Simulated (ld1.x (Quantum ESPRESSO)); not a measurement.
**Zn, PAW: configuration errors across variants**

| Property | Result |
| --- | --- |
| Element | zinc |
| Generator | ld1.x (Quantum ESPRESSO) 7.5 |
| Type | PAW |
| Functional | LDA (PZ) |
| Relativity | scalar-relativistic |
| Frozen core | [Ar] |
| Valence charge | 12 |
| Reference configuration | 3d10 4s0.5 4p0 (charge +1.5) |
| Partial waves | 4s (bound): rcut 1.80, rcutus 2.15 bohr; 4s channel at -0.5 Ry: rcut 1.80, rcutus 2.15 bohr; 4p (bound, empty): rcut 2.70, rcutus 2.90 bohr; 4p channel at -0.2 Ry: rcut 2.70, rcutus 2.90 bohr; 3d (bound): rcut 1.05, rcutus 1.35 bohr; 3d channel at -1.05 Ry: rcut 1.05, rcutus 1.35 bohr; 4f channel at 0.3 Ry: rcut 1.45, rcutus 2.00 bohr; 4f channel at 2.1 Ry: rcut 1.45, rcutus 2.00 bohr |
| Local potential | all-electron potential smoothed inside 1.35 bohr (lloc = -1) |
| Core correction | Bessel-smoothed model core inside 1.00 bohr |
| Augmentation charge | PSQ, inside the norm-conserving radii |

All-electron excitation energies from the reference (eV): (1) 3d10 4s2 4p0 -18.459; (2) 3d10 4s1 4p0 -8.268; (3) 3d10 4s0 4p0 10.500; (4) 3d10 4s0 4p2 -7.704; (5) 3d9 4s2 4p0 -0.253; (6) 3d9 4s2 4p1 -6.103; (7) 3d10 4s0 4p1 -1.845; (8) 3d10 4s0.5 4p0 spin -0.074; (9) 3d10 4s1 4p0 spin -8.517.

Spin tests fill each open shell by Hund’s rule, majority spin first.

Errors AE − PS in meV (a dash: test not solved or not reliable):

| change | (1) | (2) | (3) | (4) | (5) | (6) | (7) | (8) | (9) | bound ghosts |
| --- | --- | --- | --- | --- | --- | --- | --- | --- | --- | --- |
| base | +1.2 | +0.5 | -1.9 | +0.4 | -26 | -34 | +0.5 | -0.2 | 0.0 | none |
| core correction Bessel-smoothed model core inside 0.54 bohr | +1.2 | +0.5 | -1.9 | +0.4 | -26 | -34 | +0.5 | -0.2 | 0.0 | none |
| core correction Bessel-smoothed model core inside 0.68 bohr | +1.2 | +0.5 | -1.9 | +0.4 | -26 | -33 | +0.5 | -0.2 | 0.0 | none |
| core correction Bessel-smoothed model core inside 0.86 bohr | +1.2 | +0.5 | -1.9 | +0.4 | -25 | -33 | +0.5 | -0.2 | 0.0 | none |
| core correction Bessel-smoothed model core inside 1.04 bohr | +1.2 | +0.5 | -1.9 | +0.4 | -26 | -34 | +0.5 | -0.2 | 0.0 | none |
| core correction Bessel-smoothed model core inside 1.14 bohr | +1.2 | +0.5 | -1.9 | +0.4 | -27 | -35 | +0.5 | -0.2 | 0.0 | none |
| core correction Bessel-smoothed model core inside 1.32 bohr | +1.2 | +0.5 | -1.9 | +0.4 | -29 | -36 | +0.5 | -0.2 | 0.0 | none |
| core correction Bessel-smoothed model core inside 1.48 bohr | +1.2 | +0.5 | -2.0 | +0.4 | -29 | -37 | +0.5 | -0.2 | 0.0 | none |
| core correction Bessel-smoothed model core inside 1.60 bohr | +1.2 | +0.5 | -1.9 | +0.5 | -29 | -37 | +0.5 | -0.2 | 0.0 | none |

(1) Give the same row for: core correction a·sin(br)/r model core, default radius (ld1.x builds one for every PAW set, though the input has nlcc=.false.).

Answers

(1) +5.5, +1.3, -0.3, +0.3, -20, -24, +0.5, -0.2, +0.5; bound ghosts: none.
